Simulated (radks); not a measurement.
Ionisation ladder of holmium, from Ho I to Ho XXII. Each ion is in the ground configuration listed by NIST, and IE = E(next ion) - E(this ion). Calculated with a radial shooting solver on a logarithmic mesh with Libxc functionals: Dirac Kohn-Sham, BLYP, spin-unpolarised, spherical densities, finite nucleus; open shells fill j = l - 1/2 first; Fermi nuclear charge, rms radius 5.2022 fm.

species            configuration  E (hartree)  IE, Delta-SCF (eV)  <r> HOMO (bohr)  IE, NIST (eV)       kind  error (eV)
Ho I               [Xe] 4f11 6s2  -12628.1702               6.270            0.872          6.022       exp.      +0.248
Ho II              [Xe] 4f11 6s1  -12627.9398              11.947            0.863          11.78  semi-emp.      +0.166
Ho III                 [Xe] 4f11  -12627.5007              25.191            0.855          22.79  semi-emp.      +2.401
Ho IV                  [Xe] 4f10  -12626.5750              44.299            0.793           42.5  semi-emp.      +1.779
Ho V                    [Xe] 4f9  -12624.9471              75.884            0.750              -                      -
Ho VI      [Kr] 4d10 4f9 5s2 5p5  -12622.1584              91.218            0.739             95     theory      -3.782
Ho VII     [Kr] 4d10 4f9 5s2 5p4  -12618.8062              107.06            0.729            112     theory        -4.9
Ho VIII    [Kr] 4d10 4f9 5s2 5p3  -12614.8718              138.23            0.720            129     theory        +9.2
Ho IX     [Kr] 4d10 4f10 5s2 5p1  -12609.7921              133.03            0.729            155     theory       -22.0
Ho X       [Kr] 4d10 4f9 5s2 5p1  -12604.9034              165.78            0.701            173     theory        -7.2
Ho XI          [Kr] 4d10 4f9 5s2  -12598.8113              180.92            0.692            197     theory       -16.1
Ho XII         [Kr] 4d10 4f8 5s2  -12592.1627              210.24            0.668            229     theory       -18.8
Ho XIII        [Kr] 4d10 4f7 5s2  -12584.4367              241.11            0.648            263     theory       -21.9
Ho XIV         [Kr] 4d10 4f6 5s2  -12575.5759              279.90            0.624            284     theory        -4.1
Ho XV          [Kr] 4d10 4f6 5s1  -12565.2898              304.04            0.618            305     theory        -1.0
Ho XVI         [Kr] 4d10 4f4 5s2  -12554.1164              322.29             1.03            340     theory       -17.7
Ho XVII            [Kr] 4d10 4f5  -12542.2723              360.64            0.596            373     theory       -12.4
Ho XVIII           [Kr] 4d10 4f4  -12529.0189              397.34            0.582            408     theory       -10.7
Ho XIX             [Kr] 4d10 4f3  -12514.4167              435.33            0.568            441     theory        -5.7
Ho XX              [Kr] 4d10 4f2  -12498.4187              474.56            0.556            475     theory        -0.4
Ho XXI             [Kr] 4d10 4f1  -12480.9790              515.01            0.544            510     theory        +5.0
Ho XXII                [Kr] 4d10  -12462.0529              716.10            0.538            715     theory        +1.1

Reference values: NIST Atomic Spectra Database (exp. = measured, semi-emp. = semi-empirical, theory = theoretical value adopted there). Errors are taken from the NIST values before rounding. The ionisation energy per charge of the ion left behind rises most, in proportion, at Ho III ([Xe] 4f11), from 5.974 to 8.397 eV. Against the entries that are not theoretical the mean signed error is +5.1 % and the largest +10.5 %. Spin polarisation and multiplet splitting are left out, so open shells lie too high by an amount that depends on their filling. Where the value falls from one ion to the next, the NIST configurations are not the lowest of this model.

Beside tabulated values, note that spin-unpolarised runs miss the spin-polarisation part of the exchange energy of open shells. No tabulated value is given for the 4+ ions of Nd, Pm and Eu to Yb, where it belongs to another shell than the one emptied here.
